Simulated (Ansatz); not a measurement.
`CBC(O)(F)F`, relaxed with RKS PBE-D4/def2-SVP in Ansatz from a rough embedded geometry. The force threshold is 0.03 eV/Å; the program also tests the step.

The species carries charge 0 and has multiplicity 1.

Start:

```xyz
11

C     0.067   -1.108   -1.135
B    -0.305   -0.544    0.301
C    -0.251    1.037    0.656
O     0.995    1.478    0.510
F    -0.622    1.190    2.007
F    -1.171    1.691   -0.136
H     0.896   -1.765   -1.097
H     0.276   -0.206   -1.784
H    -0.861   -1.608   -1.614
H    -0.617   -1.352    1.115
H     1.593    1.187    1.178
```

Q: How much energy does the relaxation release, and in how many steps? (Estimate.)

A: The calculation gave: 13.45 kcal/mol, in 12 steps, 1 of them rejected.

Q: Which bonds change most? (Best estimate.)

A: Ansatz gave: C3–O4 from 1.329 to 1.407 Å; C1–H7 from 1.058 to 1.109 Å; C1–H9 from 1.158 to 1.119 Å; O4–H11 from 0.942 to 0.978 Å.

Q: Give the relaxed structure. (Estimate.)

A: Ansatz gave: 
```xyz
11

C    -0.062   -1.069   -1.202
B    -0.087   -0.532    0.256
C    -0.267    1.007    0.597
O     1.072    1.396    0.789
F    -0.996    1.288    1.730
F    -0.751    1.796   -0.397
H     0.732   -1.822   -1.383
H    -0.050   -0.289   -1.986
H    -1.021   -1.634   -1.314
H     0.110   -1.252    1.219
H     1.320    1.109    1.691
```
